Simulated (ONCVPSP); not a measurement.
## Pseudopotential generation for caesium (Cs): ONCV, LDA (Perdew-Zunger), scalar-relativistic.

Input for ONCVPSP 4.0.1:

```
# ATOM AND REFERENCE CONFIGURATION
# atsym  z   nc   nv     iexc    psfile
  Cs 55.00    9    4        3      upf
#
#   n    l    f
    1    0    2.00
    2    0    2.00
    2    1    6.00
    3    0    2.00
    3    1    6.00
    3    2   10.00
    4    0    2.00
    4    1    6.00
    4    2   10.00
    5    0    2.00
    5    1    6.00
    6    0    0.75
    6    1    0.25
#
# PSEUDOPOTENTIAL AND OPTIMIZATION
# lmax
    2
#
#   l,   rc,      ep,       ncon, nbas, qcut
    0    2.55    0.00    4    7    4.00
    1    3.95    0.00    5    8    3.70
    2    2.55    0.04    4    7    4.30
#
# LOCAL POTENTIAL
# lloc, lpopt,  rc(5),   dvloc0
    2    5    2.55    0.00
#
# VANDERBILT-KLEINMAN-BYLANDER PROJECTORs
# l, nproj, debl
    0    2    0.30
    1    2    1.30
    2    0    2.60
#
# MODEL CORE CHARGE
# icmod, fcfact, rcfact
    0    0.00    0.00
#
# LOG DERIVATIVE ANALYSIS
# epsh1, epsh2, depsh
   -3.00    5.00    0.02
#
# OUTPUT GRID
# rlmax, drl
    6.00    0.01
#
# TEST CONFIGURATIONS
# ncnf
    4
# nvcnf
#   n    l    f
    4
    5    0    2.00
    5    1    6.00
    6    0    1.00
    6    1    0.00
#
    4
    5    0    2.00
    5    1    6.00
    6    0    0.00
    6    1    0.00
#
    4
    5    0    2.00
    5    1    6.00
    6    0    0.50
    6    1    0.00
#
    4
    5    0    1.00
    5    1    6.00
    6    0    1.00
    6    1    0.00
#
```

Command:

```bash
oncvpsp.x < Cs.dat > Cs.out
```

Resulting log (shortened: citation, most of the input echo, consistency checks and plot data are left out):

```
ONCVPSP  (Optimized Norm-Conservinng Vanderbilt PSeudopotential)
scalar-relativistic version 4.0.1

#   n    l    f        energy (Ha)
    1    0    2.00    -1.3142278E+03
    2    0    2.00    -2.0619884E+02
    2    1    6.00    -1.8506977E+02
    3    0    2.00    -4.2859645E+01
    3    1    6.00    -3.6059548E+01
    3    2   10.00    -2.6050690E+01
    4    0    2.00    -8.0869210E+00
    4    1    6.00    -5.9100109E+00
    4    2   10.00    -2.7410542E+00
    5    0    2.00    -1.0005940E+00
    5    1    6.00    -5.1194599E-01
    6    0    0.75    -8.8175387E-02
    6    1    0.25    -3.4793923E-02

Reference configufation results
  iterations    27
  all-electron total energy (Ha)   -7.78082121D+03

Begin loop to  construct optimized pseudo wave functions
and semi-local pseudopoentials for all angular momenta

Calculating optimized projector #   1

 for l=   0

    Fraction of norm inside rc  0.907033
    Optimizing pswf for qcut=   4.01 a_B^-1,  ecut=   8.03 Ha
    Residual kinetic energy error=  8.91D-05 Ha

    Energy error per electron        Cutoff
         Ha          eV             Ha
         0.01000     0.27211        4.53
         0.00100     0.02721        6.44
         0.00010     0.00272        7.95
         0.00001     0.00027       18.58

Calculating optimized projector #   2

 for l=   0

    Fraction of norm inside rc  0.039322
    Optimizing pswf for qcut=   4.01 a_B^-1,  ecut=   8.03 Ha
    Residual kinetic energy error=  3.76D-05 Ha

    Energy error per electron        Cutoff
         Ha          eV             Ha
         0.01000     0.27211        1.55
         0.00100     0.02721        5.38
         0.00010     0.00272        7.29
         0.00001     0.00027       12.05

Calculating optimized projector #   1

 for l=   1

    Fraction of norm inside rc  0.977930
    Optimizing pswf for qcut=   3.70 a_B^-1,  ecut=   6.86 Ha
    Residual kinetic energy error=  1.43D-07 Ha

    Energy error per electron        Cutoff
         Ha          eV             Ha
         0.01000     0.27211        2.96
         0.00100     0.02721        4.02
         0.00010     0.00272        4.93
         0.00001     0.00027        5.69

Calculating optimized projector #   2

 for l=   1

    Fraction of norm inside rc  0.051567
    Optimizing pswf for qcut=   3.70 a_B^-1,  ecut=   6.86 Ha
    Residual kinetic energy error=  2.85D-08 Ha

    Energy error per electron        Cutoff
         Ha          eV             Ha
         0.01000     0.27211        1.53
         0.00100     0.02721        2.80
         0.00010     0.00272        3.84
         0.00001     0.00027        4.76

WARNING wellstate: moderately localized bound state found for n= 5 l=  2
WARNING scattering state with energy  0.05000000
WARNING will be used for the first projector

   Wellstate for l =  2  n =  5
     eigenvalue =   0.0500
     asymptotic potential =   0.5500
     half-point radius =  5.2756

Calculating optimized projector #   1

 for l=   2

    Fraction of norm inside rc  0.352225
    Optimizing pswf for qcut=   4.30 a_B^-1,  ecut=   9.26 Ha
    Residual kinetic energy error=  2.05D-06 Ha

    Energy error per electron        Cutoff
         Ha          eV             Ha
         0.01000     0.27211        3.01
         0.00100     0.02721        4.38
         0.00010     0.00272        5.42
         0.00001     0.00027        6.91

Construct Vanderbilt / Kleinmman-Bylander projectors

B matrix Hermiticity error, ll=   0
   1   2    4.1431E-05

  Orthonormal projector coefficients  2.1662E+00 -1.4715E-01

B matrix Hermiticity error, ll=   1
   1   2    1.1314E-05

  Orthonormal projector coefficients  3.2777E-01 -8.9058E-02

Pseudoatom total energy  -20.456164

Diagnostic tests using Vanderbilt-Kleinman-Bylander pseudopotentials
  1 or more projectors used as specified by nproj input data

   l    rcore       rmatch      e in        delta e   norm test  slope test

   0   2.5501920   2.6276214  -1.0005940  -0.0000001   1.0000885   1.0000879
   0   2.5501920   2.6276214  -0.0881754   0.0000006   1.0000176   1.0000156

   1   3.9703012   4.0908482  -0.5119460   0.0000001   1.0000585   1.0000562
   1   3.9703012   4.0908482  -0.0347939   0.0000001   1.0000058   1.0000048

   2   2.5501920   2.6276214   0.0500000   0.0000007   1.0000005   1.0000005

 Testing for bound ghosts
   n   l    E NL Schr. Eq   E Basis Diag.   E Cutoff

   1   0       -1.000594       -1.000593     29.18
   2   0       -0.088175       -0.049461     29.18

   2   1       -0.511946       -0.511945     19.36
   3   1       -0.034794       -0.023036     19.36

 Testing for highly-localized positive-energy ghosts
       l    <radius>/rc     E Basis Diag.   E Cutoff

Test configuration 0

   n   l     f        eae           eps        diff
   1   0  2.0000-1314.22775843
   2   0  2.0000 -206.19884206
   2   1  6.0000 -185.06977349
   3   0  2.0000  -42.85964535
   3   1  6.0000  -36.05954811
   3   2 10.0000  -26.05068976
   4   0  2.0000   -8.08692104
   4   1  6.0000   -5.91001085
   4   2 10.0000   -2.74105423
   5   0  2.0000   -1.00059397   -1.00059402   -5.26D-08
   5   1  6.0000   -0.51194599   -0.51194591    8.14D-08
   6   0  0.7500   -0.08817539   -0.08817481    5.77D-07
   6   1  0.2500   -0.03479392   -0.03479381    1.10D-07

    Total energies and differences
      AE_ref= -7.78082121D+03  AE_tst= -7.78082121D+03  dif=  0.00D+00
      PS_ref= -2.04561638D+01  PS_tst= -2.04561638D+01  dif=  4.26D-14
      PSP excitation error= -4.26D-14

Test configuration 1

   n   l     f        eae           eps        diff
   1   0  2.0000-1314.21548441
   2   0  2.0000 -206.18654930
   2   1  6.0000 -185.05748997
   3   0  2.0000  -42.84733440
   3   1  6.0000  -36.04723870
   3   2 10.0000  -26.03837974
   4   0  2.0000   -8.07462543
   4   1  6.0000   -5.89772032
   4   2 10.0000   -2.72877422
   5   0  2.0000   -0.98840421   -0.98840652   -2.31D-06
   5   1  6.0000   -0.50004950   -0.50005776   -8.26D-06
   6   0  1.0000   -0.08184826   -0.08184744    8.17D-07

    Total energies and differences
      AE_ref= -7.78082121D+03  AE_tst= -7.78083451D+03  dif= -1.33D-02
      PS_ref= -2.04561638D+01  PS_tst= -2.04694648D+01  dif= -1.33D-02
      PSP excitation error= -1.21D-06

Test configuration 2

   n   l     f        eae           eps        diff
   1   0  2.0000-1314.41120972
   2   0  2.0000 -206.38224179
   2   1  6.0000 -185.25315711
   3   0  2.0000  -43.04302614
   3   1  6.0000  -36.24292544
   3   2 10.0000  -26.23407362
   4   0  2.0000   -8.27009347
   4   1  6.0000   -6.09314633
   4   2 10.0000   -2.92410356
   5   0  2.0000   -1.18262306   -1.18264918   -2.61D-05
   5   1  6.0000   -0.69205680   -0.69204692    9.87D-06

    Total energies and differences
      AE_ref= -7.78082121D+03  AE_tst= -7.78068754D+03  dif=  1.34D-01
      PS_ref= -2.04561638D+01  PS_tst= -2.03224893D+01  dif=  1.34D-01
      PSP excitation error= -6.63D-06

Test configuration 3

   n   l     f        eae           eps        diff
   1   0  2.0000-1314.30735165
   2   0  2.0000 -206.27840230
   2   1  6.0000 -185.14933386
   3   0  2.0000  -42.93918633
   3   1  6.0000  -36.13908880
   3   2 10.0000  -26.13023246
   4   0  2.0000   -8.16639237
   4   1  6.0000   -5.98947125
   4   2 10.0000   -2.82048767
   5   0  2.0000   -1.07968949   -1.07970116   -1.17D-05
   5   1  6.0000   -0.59052992   -0.59053168   -1.77D-06
   6   0  0.5000   -0.14735360   -0.14735320    4.01D-07

    Total energies and differences
      AE_ref= -7.78082121D+03  AE_tst= -7.78077738D+03  dif=  4.38D-02
      PS_ref= -2.04561638D+01  PS_tst= -2.04123290D+01  dif=  4.38D-02
      PSP excitation error= -3.09D-06

Test configuration 4

   n   l     f        eae           eps        diff
   1   0  2.0000-1314.65776292
   2   0  2.0000 -206.62574793
   2   1  6.0000 -185.49666446
   3   0  2.0000  -43.28554463
   3   1  6.0000  -36.48541213
   3   2 10.0000  -26.47662457
   4   0  2.0000   -8.50727177
   4   1  6.0000   -6.32930894
   4   2 10.0000   -3.15707951
   5   0  1.0000   -1.36386699   -1.36560823   -1.74D-03
   5   1  6.0000   -0.85054245   -0.85172225   -1.18D-03
   6   0  1.0000   -0.28113423   -0.28122528   -9.11D-05

    Total energies and differences
      AE_ref= -7.78082121D+03  AE_tst= -7.77966280D+03  dif=  1.16D+00
      PS_ref= -2.04561638D+01  PS_tst= -1.92966909D+01  dif=  1.16D+00
      PSP excitation error= -1.06D-03
```

The run took about 3.7 s on one core of a shared server CPU.
